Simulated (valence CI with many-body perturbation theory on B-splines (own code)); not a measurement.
Values are calculated unless marked as measured or tabulated.
## Energy levels of Eu50+

Level of theory: relativistic CI+MBPT: three valence electrons over a frozen Dirac-Fock core [Ne], radial functions for each j: 11 s, 11 p, 10 d, 8 f, 5 g, 2 h, with the one-electron correlation potential Σ1 (screened to all orders), the two-electron term Σ2, the three-electron term Σ3, Breit, model QED; selected single and double excitations, second order for the rest, scaled by the run's own slope (own B-spline code, finite nucleus).

The last digits are not significant, and no measured levels were compared; by estimate large intervals hold to a few tenths of a per cent, small ones and those within an open d or f shell to about a per cent.

Levels 46 to 90 of 158, with energies above the lowest level, (3s^2 3p1/2) J=1/2. "Leading %" is the weight of the configuration and term that name the level; weights of strongly mixed levels are sums over their largest components and can fall short. In the jj column 3d3/2^4 stands for four electrons in 3d with j = 3/2.

| No. | Configuration | Term | J | E (eV) | Leading % | Second component | g | Leading jj |
| --- | --- | --- | --- | --- | --- | --- | --- | --- |
| 46 | 3p2 3d | 2D | 3/2 | 790.0 | 39 | 24 % 3p2 3d 2P | 1.111 | 3p1/2 3p3/2 3d3/2 (86 %) |
| 47 | 3p2 3d | 2D | 5/2 | 790.9 | 28 | 23 % 3p2 3d 4F | 1.179 | 3p1/2 3p3/2 3d3/2 (80 %) |
| 48 | 3p2 3d | 4P | 1/2 | 794.0 | 34 | 30 % 3p2 3d 2P | 1.701 | 3p1/2 3p3/2 3d3/2 (88 %) |
| 49 | 3p3 | 2P° | 3/2 | 797.4 | 49 | 28 % 3p3 2D° | 1.268 | 3p3/2^3 (93 %) |
| 50 | 3p2 3d | 4D | 7/2 | 802.8 | 46 | 35 % 3p2 3d 4F | 1.296 | 3p1/2 3p3/2 3d5/2 (98 %) |
| 51 | 3p2 3d | 2G | 9/2 | 809.9 | 58 | 36 % 3p2 3d 4F | 1.182 | 3p1/2 3p3/2 3d5/2 (93 %) |
| 52 | 3p2 3d | 2P | 3/2 | 812.4 | 49 | 26 % 3p2 3d 4P | 1.364 | 3p1/2 3p3/2 3d5/2 (91 %) |
| 53 | 3p2 3d | 2D | 5/2 | 815.3 | 37 | 21 % 3p2 3d 4D | 1.137 | 3p1/2 3p3/2 3d5/2 (87 %) |
| 54 | 3s 3d2 | 4F | 3/2 | 817.4 | 80 | 11 % 3s 3d2 2D | 0.500 | 3s 3d3/2^2 (86 %) |
| 55 | 3p2 3d | 2F | 7/2 | 826.2 | 48 | 21 % 3p2 3d 2G | 1.099 | 3p1/2 3p3/2 3d5/2 (80 %) |
| 56 | 3s 3d2 | 4F | 5/2 | 827.2 | 59 | 12 % 3s 3d2 2F | 1.078 | 3s 3d3/2^2 (70 %) |
| 57 | 3p2 3d | 2F | 5/2 | 829.8 | 31 | 28 % 3p2 3d 4P | 1.197 | 3p1/2 3p3/2 3d5/2 (82 %) |
| 58 | 3p2 3d | 2P | 1/2 | 837.0 | 49 | 30 % 3p2 3d 2S | 1.261 | 3p1/2 3p3/2 3d5/2 (82 %) |
| 59 | 3p2 3d | 2D | 3/2 | 839.7 | 61 | 12 % 3p2 3d 2P | 0.917 | 3p1/2 3p3/2 3d5/2 (90 %) |
| 60 | 3s 3d2 | 4P | 1/2 | 842.7 | 67 | 15 % 3s 3d2 2S | 2.361 | 3s 3d3/2^2 (78 %) |
| 61 | 3s 3d2 | 4F | 7/2 | 854.2 | 91 |  | 1.217 | 3s 3d3/2 3d5/2 (87 %) |
| 62 | 3s 3d2 | 4P | 5/2 | 859.6 | 32 | 30 % 3s 3d2 4F | 1.239 | 3s 3d3/2 3d5/2 (88 %) |
| 63 | 3s 3d2 | 4P | 3/2 | 863.4 | 87 | 8 % 3s 3d2 2D | 1.591 | 3s 3d3/2 3d5/2 (98 %) |
| 64 | 3s 3d2 | 4F | 9/2 | 866.7 | 55 | 40 % 3s 3d2 2G | 1.233 | 3s 3d3/2 3d5/2 (80 %) |
| 65 | 3s 3d2 | 2G | 7/2 | 875.1 | 72 | 21 % 3s 3d2 2F | 0.961 | 3s 3d3/2 3d5/2 (93 %) |
| 66 | 3s 3d2 | 2F | 5/2 | 875.2 | 50 | 32 % 3s 3d2 4P | 1.130 | 3s 3d3/2 3d5/2 (79 %) |
| 67 | 3s 3d2 | 2D | 3/2 | 877.1 | 45 | 25 % 3s 3d2 2P | 1.050 | 3s 3d3/2 3d5/2 (76 %) |
| 68 | 3s 3d2 | 2P | 1/2 | 885.7 | 57 | 15 % 3s 3d2 4P | 1.155 | 3s 3d3/2 3d5/2 (71 %) |
| 69 | 3s 3d2 | 2G | 9/2 | 896.8 | 52 | 44 % 3s 3d2 4F | 1.208 | 3s 3d5/2^2 (84 %) |
| 70 | 3s 3d2 | 2D | 5/2 | 907.4 | 52 | 31 % 3s 3d2 4P | 1.283 | 3s 3d5/2^2 (92 %) |
| 71 | 3s 3d2 | 2F | 7/2 | 911.9 | 56 | 22 % 3s 3d2 2G | 1.113 | 3s 3d5/2^2 (81 %) |
| 72 | 3s 3d2 | 2P | 3/2 | 918.6 | 56 | 28 % 3s 3d2 2D | 1.162 | 3s 3d5/2^2 (81 %) |
| 73 | 3p 3d2 | 4G° | 5/2 | 931.3 | 56 | 34 % 3p 3d2 2F° | 0.722 | 3p1/2 3d3/2^2 (99 %) |
| 74 | 3s 3d2 | 2S | 1/2 | 933.0 | 68 | 11 % 3s 3d2 4P | 1.781 | 3s 3d5/2^2 (86 %) |
| 75 | 3p2 3d | 2D | 3/2 | 952.5 | 39 | 21 % 3p2 3d 4P | 1.093 | 3p3/2^2 3d3/2 (95 %) |
| 76 | 3p2 3d | 2D | 5/2 | 958.4 | 26 | 23 % 3p2 3d 4D | 1.187 | 3p3/2^2 3d3/2 (87 %) |
| 77 | 3p2 3d | 2P | 1/2 | 962.8 | 39 | 37 % 3p2 3d 4P | 1.433 | 3p3/2^2 3d3/2 (87 %) |
| 78 | 3p2 3d | 2F | 7/2 | 964.2 | 53 | 26 % 3p2 3d 2G | 1.088 | 3p3/2^2 3d3/2 (93 %) |
| 79 | 3p 3d2 | 4F° | 3/2 | 964.6 | 42 | 31 % 3p 3d2 2D° | 0.718 | 3p1/2 3d3/2^2 (94 %) |
| 80 | 3p 3d2 | 4D° | 1/2 | 964.8 | 45 | 37 % 3p 3d2 2P° | 0.648 | 3p1/2 3d3/2^2 (96 %) |
| 81 | 3p 3d2 | 4G° | 7/2 | 976.3 | 62 | 12 % 3p 3d2 2G° | 1.008 | 3p1/2 3d3/2 3d5/2 (98 %) |
| 82 | 3p2 3d | 2D | 3/2 | 978.1 | 65 | 10 % 3p2 3d 4D | 0.902 | 3p3/2^2 3d3/2 (93 %) |
| 83 | 3p 3d2 | 2D° | 5/2 | 980.1 | 26 | 21 % 3p 3d2 4F° | 1.061 | 3p1/2 3d3/2 3d5/2 (99 %) |
| 84 | 3p2 3d | 4F | 9/2 | 980.5 | 57 | 41 % 3p2 3d 2G | 1.230 | 3p3/2^2 3d5/2 (97 %) |
| 85 | 3p2 3d | 2F | 7/2 | 983.1 | 49 | 34 % 3p2 3d 4D | 1.224 | 3p3/2^2 3d5/2 (92 %) |
| 86 | 3p 3d2 | 4D° | 3/2 | 986.2 | 43 | 24 % 3p 3d2 2D° | 1.174 | 3p1/2 3d3/2 3d5/2 (96 %) |
| 87 | 3p 3d2 | 4P° | 1/2 | 988.0 | 48 | 28 % 3p 3d2 4D° | 1.761 | 3p1/2 3d3/2 3d5/2 (100 %) |
| 88 | 3p 3d2 | 2H° | 9/2 | 989.9 | 46 | 33 % 3p 3d2 2G° | 1.036 | 3p1/2 3d3/2 3d5/2 (97 %) |
| 89 | 3p2 3d | 2P | 1/2 | 995.1 | 44 | 34 % 3p2 3d 2S | 1.408 | 3p3/2^2 3d5/2 (88 %) |
| 90 | 3p2 3d | 2D | 5/2 | 1005.8 | 77 | 14 % 3p2 3d 4D | 1.199 | 3p3/2^2 3d5/2 (98 %) |
